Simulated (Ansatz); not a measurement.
Coupled-cluster diagnostics for RuO2⁻ (the lowest doublet isomer of a short search), Ansatz.

Geometry of the doublet (PBE0-D4/def2-TZVPD):

```
atom   x (Å)   y (Å)   z (Å)
 Ru1   0.005  -0.241   0.103
  O2   0.284   0.762   1.438
  O3  -0.289  -0.521  -1.541
```

In the def2 sets Ru takes a core potential; there is no spin–orbit coupling. Correlated methods freeze 2 core orbitals; core or outer-core shells of Ru are correlated, in sets that lack core-valence functions. The structure comes from a short search, and lower isomers may exist.

Geometry of the charge -1 quartet (PBE0-D4/def2-TZVPD):

```csv
atom,x (Å),y (Å),z (Å)
Ru1,0.0969,-0.4876,0.1029
O2,-1.5596,-0.0032,0.2015
O3,1.4627,0.4908,-0.3044
```

(1) Estimate the CCSD(T) correlation energy, the shares of MP2 and (T), T1 and the reference's ⟨S²⟩ for: charge -1, doublet, own geometry in def2-TZVPPD; charge -1, quartet, own geometry in def2-TZVPPD; charge 0, singlet, vertical in def2-TZVPPD; and the rough time on 4 threads of Arm Neoverse V2 on a shared host.

Answers

(1) 
```csv
state,basis,correlation (eV),MP2 share (%),(T) share (%),T1,⟨S²⟩ (pure),wall time,remarks
"charge -1, doublet, own geometry",def2-TZVPPD,-31.761,99.3,6.1,0.062,1.17 (0.75),42 s,"large T1, spin-contaminated"
"charge -1, quartet, own geometry",def2-TZVPPD,-30.848,98.3,5.8,0.056,4.01 (3.75),33 s,"large T1, spin-contaminated"
"charge 0, singlet, vertical",def2-TZVPPD,-31.915,102.1,7.0,0.033,0.00 (0.00),4.9 s,restricted SCF unstable
```
Customary marks for T1 are 0.02 (closed shells), 0.045 (open shells) and about 0.05 (3d metals). T1 exceeds 0.02 in 3 of 3 rows and 0.045 in 2; the higher it lies, the less the single-reference result can be trusted.
